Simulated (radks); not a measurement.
Values are calculated unless marked as measured or tabulated.
Spherical quantum dot in the effective-mass picture: electrons in a well V = -V0 / (1 + exp((r - R)/a)) with V0 = 11.4, R = 3.87, a = 0.17, with a point charge +2 (a donor) at the centre, all in effective atomic units (hartree* = m*/eps^2 hartree, bohr* = eps/m* bohr), one dielectric constant everywhere. Level of theory: non-relativistic Kohn-Sham, PBEsol, spin-polarised, spherical densities (a radial shooting solver with Libxc functionals). Levels are named by radial order and angular momentum (1s, 1p, 1d, 2s, ...), and open shells are averaged over m. Results are scaled to m* = 0.291 and eps = 10.8, for which hartree* = 67.89 meV and bohr* = 1.964 nm.

N = 22, configuration 1s2 1p6 1d10 2s2 1f(up 2, down 0). This is the lowest configuration that the search found. Occupied and some empty levels:

| level | occupation | eigenvalue (meV) | <r> (nm) |
|---|---|---|---|
| 1s up | 1 | -314.88 | 4.015 |
| 1s down | 1 | -313.94 | 3.920 |
| 1p up | 3 | -296.58 | 5.279 |
| 1p down | 3 | -295.01 | 5.266 |
| 2s up | 1 | -282.85 | 3.118 |
| 2s down | 1 | -282.16 | 3.199 |
| 1d up | 5 | -275.58 | 5.509 |
| 1d down | 5 | -273.89 | 5.502 |
| 1f up | 2 | -247.64 | 5.685 |
| 1f down | 0 | -245.86 | 5.681 |
| 1g up | 0 | -213.27 | 5.834 |
| 1g down | 0 | -211.44 | 5.831 |
| 2p up | 0 | -201.91 | 3.951 |
| 2p down | 0 | -201.24 | 3.948 |
| 2d up | 0 | -152.99 | 4.502 |
| 2d down | 0 | -152.08 | 4.498 |

Energy (meV): total -11690.8, kinetic 1387.3, external -18115, Hartree 5671.9, exchange-correlation -635.00.
